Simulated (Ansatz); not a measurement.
Consider the atomization: `F/C=[C](\F)[AlH2]` → Al• + 2 C• + 2 F• + 3 H•.

Program: Ansatz. Geometries: PBE0-D4/def2-TZVP. ΔE: electronic, gas phase. CCSD(T)/CBS adds triple-zeta CCSD(T) − MP2 to the extrapolated MP2 energy (def2 sets, frozen cores). This one scheme is used for every species, atoms too. DFT in def2-TZVPP. Open shells (•) are unrestricted, without spin–orbit coupling. Spin–orbit coupling would lower the free atoms: a little for Al, C, F.

`F/C=[C](\F)[AlH2]`:

Cartesian coordinates in Å:
```
F -0.039 1.608 2.037
C 0.296 0.894 0.969
C -0.535 0.056 0.345
F -1.789 -0.071 0.830
Al 0.074 -0.938 -1.215
H 1.317 1.050 0.641
H -0.898 -1.933 -1.963
H 1.574 -0.665 -1.643
```

```json
{"level": "ωB97X-V", "ΔE (eV)": "29.67"}
{"level": "PBE0", "ΔE (eV)": "29.51"}
{"level": "MP2/def2-SVP", "ΔE (eV)": "28.68"}
{"level": "CCSD/CBS(def2)", "ΔE (eV)": "28.95"}
```

Q: What does CCSD(T)/CBS give? (An estimate is asked.)

A: The calculation gave: +29.52 eV. The listed levels differ from it by 0.15, -0.01, -0.84, -0.57 eV.

Largest T1 diagnostic among the species: 0.018.

From r2SCAN to r2SCAN0 (25 % exact exchange), in def2-TZVPP and without D4, ΔE moves by −0.81 eV: exact exchange takes away binding that semilocal exchange gives to molecules. At CCSD(T), def2-SVP lies −1.55 eV from the extrapolated value and def2-TZVPP −0.84 eV: correlation converges slowly with the basis, and small sets miss more of it in the bonded molecule than in its fragments.

For atomizations the MP2-based limit and the directly extrapolated one differ by several kJ/mol either way, and by 10 to 25 for some Ge, Se and Sn compounds, so smaller differences from it don't rank the levels.
